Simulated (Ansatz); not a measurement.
`C#[C][In]([SiH3])[Cl]` → `C#[C][InH][Cl]` + `[SiH2]` at 500 K and 1 bar (silylene loss).

Computed with Ansatz on PBE0-D4/def2-TZVP structures; ΔE is electronic, products minus reactants. CBS: MP2 limit from def2 TZ/QZ plus the TZ coupled-cluster correction, frozen cores. This one scheme is used for every species. Elements past krypton have def2 core potentials. For In outer-core shells are correlated without core-valence functions, which leaves a few kJ/mol of doubt a bond.

| species | CCSD(T)/CBS energy (Eh) | H − E (kJ/mol) | S (J/(mol·K)) |
| --- | --- | --- | --- |
| `C#[C][In]([SiH3])[Cl]` | -1017.16931 | 168.7 | 488.5 |
| `C#[C][InH][Cl]` | -726.87417 | 104.2 | 388.4 |
| `[SiH2]` | -290.19011 | 48.0 | 226.5 |

H − E and S are ideal-gas, rigid-rotor, harmonic terms from PBE0-D4/def2-TZVP, for one conformer and one mirror image of each species. 1 Eh = 2625.50 kJ/mol, R = 8.31446 J/(mol·K).

Problem. By hand: ΔE, ΔH, ΔS and ΔG.

Solution. ΔE = (-726.87417) + (-290.19011) − (-1017.16931) = 0.10503 Eh = 275.8 kJ/mol. Δ(H − E) = 104.2 + 48.0 − 168.7 = -16.5, so ΔH = 259.3 kJ/mol. ΔS = 388.4 + 226.5 − 488.5 = 126.4 J/(mol·K). ΔG = 259.3 − 500 × (126.4)/1000 = 196.1 kJ/mol.

Problem. By hand: the equilibrium constant, and the temperature at which ΔG would vanish if ΔH and ΔS stayed fixed.

Solution. log₁₀ K = −ΔG/(RT ln 10) = -20.5. ΔG = 0 at ΔH/ΔS = 2051 K.

The number of gas molecules changes by +1, which sets the sign of ΔS. A doubt of 5 kJ/mol in ΔE shifts log₁₀ K by 0.5 here. Other conformers and mirror images would add mixing entropy, several J/(mol·K) or more a flexible species. Modes under 60 cm⁻¹, often nearly free rotors, make the harmonic entropy too high. These are equilibria of isolated gas molecules and say nothing of rates. Largest T1 diagnostic: 0.014 (customary marks: 0.02 for closed shells, 0.045 for open ones).
